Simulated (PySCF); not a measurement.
Computed IR spectrum (relative IR intensity) of a molecule C4H9NSi. Coordinates come from a TPSSh-D3(BJ)/def2-SVP optimisation. The values are those of a single conformer. All values below come from TPSSh-D3(BJ)/def2-SVP (PySCF). Frequencies are harmonic and unscaled.

Lines under 2 % of the strongest are left out, and lines within 2 cm⁻¹ are merged.

```tsv
ν (cm⁻¹)	relative intensity
207	4.9
332	3.4
346	3.1
416	64
475	28
612	38
676	5.7
811	3.8
863	54
880	7.0
893	3.2
925	35
930	48
962	69
992	53
1086	2.7
1127	15
1278	7.1
1558	19
1636	8.6
2182	100
2238	71
3030	23
3040	23
3079	3.2
3095	18
3175	8.5
3539	8.3
3631	9.0
```

Which molecule gave these data?
A. CN1CC=C[SiH2]1
B. C#C[Si@H](N)CC
C. CC1=C[Si@H](N)C1
D. N[SiH2]C1=CCC1

D, N[SiH2]C1=CCC1
